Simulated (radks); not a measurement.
Charge is removed step by step from the 3p3/2 level of Ag, starting from [Ne] 3s2 3p(1/2: 2, 3/2: 4) 3d10 4s2 4p6 4d10 5s1. Calculated with a radial shooting solver on a logarithmic mesh with Libxc functionals: Dirac Kohn-Sham, PBEsol, spin-unpolarised, spherical densities, finite nucleus; Fermi nuclear charge, rms radius 4.5454 fm.

removed (e),E - E(0) (eV),eigenvalue (eV),E minus straight line (eV)
0,0.000,-547.14,0.000
0.25,137.77,-555.08,-3.076
0.5,277.56,-563.25,-4.137
0.75,419.41,-571.63,-3.129
1,563.39,-580.21,0.000

Removing the whole electron costs 563.39 eV by Delta-SCF, against 547.14 eV from minus the eigenvalue at the starting occupation. Slater's transition state (half an electron removed) gives 563.25 eV. Integrating minus the eigenvalue over the occupation (Janak's theorem) gives 563.39 eV. The mean slope of the eigenvalue, de/dn, is 33.1 eV per electron.
